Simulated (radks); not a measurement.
The numbers below are computed, except where a source is named.
Ionisation of the nitrogen ion N+, [He] 2s2 2p2, to [He] 2s2 2p1 as the strength of local exchange is varied. Code: a radial shooting solver on a logarithmic mesh with Libxc functionals. Model: non-relativistic Kohn-Sham, Slater X-alpha exchange (alpha = 2/3 is LDA exchange), no correlation, spin-polarised, spherical densities, point nucleus; open shells are filled with parallel spins first.

alpha	E(N+) (hartree)	exchange (hartree)	IE (eV)	-e of the level emptied (eV)	<r> of it (bohr)
0.569	-52.40357	-4.58238	27.073	19.251 (2p)	1.293
0.667	-53.19727	-5.43253	28.974	21.030 (2p)	1.257
0.669	-53.21357	-5.45006	29.013	21.067 (2p)	1.257
0.675	-53.26246	-5.50271	29.132	21.178 (2p)	1.254
0.856	-54.75323	-7.12223	32.818	24.667 (2p)	1.195
0.995	-55.91872	-8.40693	35.796	27.515 (2p)	1.154
1.011	-56.05402	-8.55709	36.146	27.852 (2p)	1.149
1.018	-56.11329	-8.62293	36.300	28.001 (2p)	1.147

NIST Atomic Spectra Database: 29.601 eV (semi-empirical). The Delta-SCF value meets it near alpha = 0.70. Open shells are spherical and high-spin; term and fine-structure splittings are not resolved.
